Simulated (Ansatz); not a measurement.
Two isomers of C3H6OSi: A = `C=C1OC1[SiH3]`, B = `C1=C[SiH2]OC1`.

Isolated molecules relaxed with PBE0-D4/def2-TZVP in Ansatz; ΔE leaves out vibrations. CCSD(T)/CBS adds triple-zeta CCSD(T) − MP2 to the extrapolated MP2 energy (def2 sets, frozen cores). DFT in def2-TZVPP. B3LYP here is the variant with VWN-RPA as its local correlation; programs differ in this.

A:

```xyz
11

C    -1.4591    0.3109    1.6035
C    -0.6650    0.6221    0.6036
O    -0.6868    1.3217   -0.5407
C     0.5596    0.6081   -0.1425
Si    1.0255   -0.8500   -1.2338
H    -2.4776    0.6746    1.6371
H    -1.0908   -0.3113    2.4064
H     1.3380    1.2965    0.1857
H    -0.2027   -1.6207   -1.5391
H     2.0017   -1.6930   -0.4954
H     1.6572   -0.3587   -2.4847
```

B:

Z-matrix (Å, degrees):
```
Si
C 1 1.851
O 1 1.660 2 94.7
H 1 1.488 2 115.6 3 116.5
H 1 1.488 2 115.7 3 -116.5
C 2 1.334 1 105.8 3 -0.0
H 2 1.082 1 131.9 3 -180.0
C 3 1.411 1 112.7 2 0.0
H 6 1.088 2 124.4 1 180.0
H 8 1.098 3 109.5 1 121.5
H 8 1.098 3 109.5 1 -121.5
```

Problem. Which isomer does CCSD(T)/CBS put lower? Give the gap. (An estimate is asked.)

Solution. The calculation gave: B, by 66.9 kcal/mol.

Problem. Give E(B) − E(A) in kcal/mol with r2SCAN-D4, CCSD(T)/def2-SVP, BLYP-D4, MP2/def2-TZVPP, B2PLYP, B3LYP, PBE0-D4. (Best estimate.)

Solution. Ansatz gave: r2SCAN-D4 -62.4, CCSD(T)/def2-SVP -60.8, BLYP-D4 -58.8, MP2/def2-TZVPP -66.8, B2PLYP -64.2, B3LYP -61.9, PBE0-D4 -63.2. None reverses the order clearly.

Problem. Does the order hold for the free energy at 298.15 K (harmonic terms from PBE0-D4)? (Estimate.)

Solution. The calculation gave: Yes: G(B) − G(A) = -62.1 kcal/mol.

Largest T1 diagnostic: 0.014.

From r2SCAN to r2SCAN0 (25 % exact exchange), in def2-TZVPP and without D4, E(B) − E(A) moves by −3.5 kcal/mol. The D4 term adds −1.1 kcal/mol with B3LYP and −0.5 kcal/mol with PBE0; it sums over pairs of atoms, weighted by their polarisabilities, and B3LYP, whose exchange is more repulsive, gets the larger term.
